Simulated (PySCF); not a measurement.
# N²⁺: excitation energy

N²⁺ [He] 2s2 2p1 (2P) → N²⁺ [He] 2s1 2p1 3d1 (high-spin determinant), as a difference of total energies. All numbers are calculated (PySCF 2.14, the non-relativistic Hamiltonian (point nucleus), in aug-cc-pV5Z). Correlated levels: valence: 1s2 frozen. The calculations carry no spin-orbit coupling.

```csv
method,excitation energy (cm⁻¹)
UHF,315260
LDA,319750
PBE,318630
PBE0,320390
r2SCAN,318330
TPSS,321190
M06,320270
M06-2X,327240
MP2 (valence),326770
SCS-MP2 (valence),330240
```

The promoted electron is Rydberg-like, and one or two diffuse shells describe it only roughly, which tends to raise the upper state.

The determinant of the upper state mixes LS terms, which raises its energy above the lowest term, most at the Hartree-Fock and MP2 levels.
